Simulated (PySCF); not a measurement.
Cl⁺: ionisation energy

Cl⁺ [Ne] 3s2 3p4 (3P) → Cl²⁺ [Ne] 3s2 3p3 (4S), as a difference of total energies. Computed with PySCF 2.14 in aug-cc-pV(D+d)Z, with the non-relativistic Hamiltonian (point nucleus). Correlated levels: valence: [Ne] frozen. The calculations carry no spin-orbit coupling.

| method | ionisation energy (eV) |
| --- | --- |
| UHF | 22.535 |
| LDA | 23.949 |
| PBE | 23.814 |
| PBE0 | 23.802 |
| r2SCAN | 23.756 |
| PW91 | 23.890 |
| MN15 | 23.872 |
| BHandHLYP | 23.773 |
| r2SCAN0 | 23.744 |
| ROHF | 22.410 |
| MP2 (valence) | 23.053 |
| SCS-MP2 (valence) | 23.076 |

How much does correlation contribute at MP2 (valence)?

23.053 − (22.535) = 0.518 eV, measured against UHF.

A first-order spin-orbit estimate (lowest level to lowest level, LS coupling) adds 0.040 eV.

Errors of the correlated levels include the incompleteness of this basis and the frozen core.

For comparison: 23.814 eV (measured; NIST Atomic Spectra Database, ionization energies).
